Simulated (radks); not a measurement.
These are the eigenvalues of the occupied orbitals of an atom or ion with whole-number occupations (hartree). All-electron calculation, scalar-relativistic Kohn-Sham, PBEsol, spin-polarised, spherical densities, point nucleus. Program: a radial shooting solver on a logarithmic mesh with Libxc functionals.

orbital  eigenvalue
1s up     -459.5337
1s down   -459.5273
2s up     -59.35210
2s down   -59.34872
2p up     -52.26011
2p down   -52.25430
3s up      -8.16638
3s down    -8.15852
3p up      -5.94966
3p down    -5.94056
3d up      -2.28947
3d down    -2.27622
4s up      -0.98011
4s down    -0.87674
4p up      -0.55875
5f up      -0.01431

Which element is it, and in what charge state? The configuration may be excited. Open shells, if any, are filled with parallel spins first.

Answer. Z = 34, selenium, charge 0: Se in [Ar] 3d10 4s2 4p3 5f1. The list shows which subshells hold electrons but not how many an open one holds; the 1s level, -459.53 hartree, gives Z - s = 30.3 by -(Z - s)^2/2, which with screening and relativity narrows Z to a few neighbours, and the depths of the outer levels then fix element, charge and occupations together.
